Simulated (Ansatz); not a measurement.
Consider the silylene formation by 1,1-elimination: `[SiH3]S[SiH2]S[SiH3]` → `[SiH3]SS[SiH3]` + `[SiH2]`.

Calculated with Ansatz (gas phase, PBE0-D4/def2-TZVP geometries, no zero-point term in ΔE). CCSD(T)/CBS is the MP2 limit (def2-TZVPP, def2-QZVPP) plus CCSD(T) − MP2 in def2-TZVPP, frozen cores. This one scheme is used for every species. Functionals use def2-TZVPP. B3LYP here is the variant with VWN-RPA as its local correlation; programs differ in this. One conformer a species, not always the lowest.

(1) Is it downhill or uphill in electronic energy at CCSD(T)/CBS, and by how much? (Best estimate.)

(2) What do these levels give: B3LYP-D4, ωB97X-V, B2PLYP, PBE, r2SCAN, PBE0, HF/def2-TZVPP, MP2/def2-TZVPP, CCSD/def2-TZVPP, MP2/def2-QZVPP, SCS-MP2/def2-QZVPP, CCSD/CBS(def2)? (An estimate is asked.)

Largest T1 diagnostic among the species: 0.014.

Answers

(1) Ansatz gave: Uphill: ΔE = +411.3 kJ/mol.

(2) The calculation gave: B3LYP-D4 398.8, ωB97X-V 419.1, B2PLYP 397.3, PBE 393.3, r2SCAN 428.3, PBE0 411.0, HF/def2-TZVPP 384.7, MP2/def2-TZVPP 433.5, CCSD/def2-TZVPP 398.1, MP2/def2-QZVPP 437.9, SCS-MP2/def2-QZVPP 417.7, CCSD/CBS(def2) 406.0 kJ/mol.

The D4 term adds +23.2 kJ/mol with B3LYP and +12.9 kJ/mol with PBE0; it sums over pairs of atoms, weighted by their polarisabilities, and B3LYP, whose exchange is more repulsive, gets the larger term. In def2-TZVPP, CCSD(T) changes the Hartree–Fock value by +18.8 kJ/mol (the triples alone add +5.4 kJ/mol) and MP2 by +48.8 kJ/mol.
